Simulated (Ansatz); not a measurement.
Relaxation of BFH5NO2 (10 atoms, charge 0, multiplicity 1), to a largest force component of 0.03 eV/Å in at most 50 steps.

The calculation used RHF/6-31G* (Ansatz 0.2.0).

```xyz
10
Properties=species:S:1:pos:R:3:forces:R:3
B 0.085 -0.356 0.303 -0.11 -0.25 1.65
N -0.073 -0.232 1.784 0.08 0.02 -1.64
H -0.868 -0.657 2.215 0.02 0.03 0.00
H 0.751 -0.396 2.323 0.02 0.01 -0.03
O 1.346 -0.292 -0.183 0.00 0.00 -0.05
H 1.364 -0.239 -1.128 0.00 -0.02 0.01
O -0.964 -0.590 -0.532 0.04 0.00 0.02
H -1.819 -0.516 -0.137 0.02 0.02 0.00
F -0.245 2.155 0.251 -0.06 0.42 0.05
H -0.133 1.923 1.131 -0.01 -0.22 0.00
```

Question: Where does it end, and by what steps?

Answer: The forces met the threshold. After 22 steps the energy has fallen by 0.289 eV; F9 moved furthest, 1.28 Å.

| step | energy less start (eV) | largest force component (eV/Å) | accepted |
| --- | --- | --- | --- |
| 0 | 0.0000 | 1.649 | yes |
| 1 | -0.0546 | 2.403 | yes |
| 2 | -0.1679 | 1.135 | yes |
| 3 | -0.2214 | 0.412 | yes |
| 4 | -0.2197 | 0.697 | no |
| 5 | -0.2354 | 0.267 | yes |
| 6 | -0.2416 | 0.162 | yes |
| 7 | -0.2456 | 0.245 | yes |
| 8 | -0.2480 | 0.127 | yes |
| 9 | -0.2495 | 0.060 | yes |
| 10 | -0.2460 | 0.682 | no |
| 11 | -0.2517 | 0.083 | yes |
| 12 | -0.2521 | 0.288 | yes |
| 13 | -0.2545 | 0.347 | yes |
| 14 | -0.2587 | 0.267 | yes |
| 15 | -0.2652 | 0.455 | yes |
| 16 | -0.2715 | 0.618 | yes |
| 17 | -0.2812 | 0.323 | yes |
| 18 | -0.2861 | 0.146 | yes |
| 19 | -0.2853 | 0.147 | no |
| 20 | -0.2888 | 0.053 | yes |
| 21 | -0.2889 | 0.099 | yes |
| 22 | -0.2892 | 0.028 | yes |

```xyz
10
Properties=species:S:1:pos:R:3
B 0.251 -0.460 0.232
N 0.210 0.003 1.603
H -0.620 -0.198 2.124
H 1.022 -0.198 2.150
O 1.406 -0.996 -0.234
H 1.368 -1.166 -1.165
O -0.817 -0.328 -0.598
H -1.470 0.288 -0.294
F -1.324 2.147 0.934
H -0.582 1.708 1.276
```

Whether the end is a true minimum wasn't checked by a vibrational analysis.

The run took 59 s on 1 thread of Intel(R) Xeon(R) Platinum 8259CL CPU @ 2.50GHz (Skylake/Cascade Lake), with other jobs on the host, peak memory 0.16 GiB.
